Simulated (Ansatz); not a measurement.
Basis-set extrapolation for C₂H₇BO₂, SMILES `COBOC` (PBE0-D4/def2-TZVP geometry, frozen core, Ansatz). Multiplicity 1, RHF reference.

```
                      def2-TZVPP   def2-QZVPP
                 HF  -254.408787  -254.421394
    MP2 correlation    -0.919908    -0.986841
CCSD(T) correlation    -0.992590      not run
```

Energies in hartree. Use E(X) = E(∞) + A·exp(−7.88·√X) for Hartree–Fock and E(X) = E(∞) + B·X^(−2.97) for correlation, with X = 3 and 4, and add CCSD(T) minus MP2 of the smaller set to the MP2 limit.

Problem. What is the CCSD(T) energy at the basis-set limit?

Solution. HF limit: -254.421394 + (-0.012607) × 0.13774 = -254.42313. MP2 limit: -0.986841 + (-0.066933) × 0.74074 = -1.03642. Higher-order term: -0.992590 − (-0.919908) = -0.07268. Total: -255.53223 hartree, 343.6 kJ/mol below CCSD(T)/def2-TZVPP.
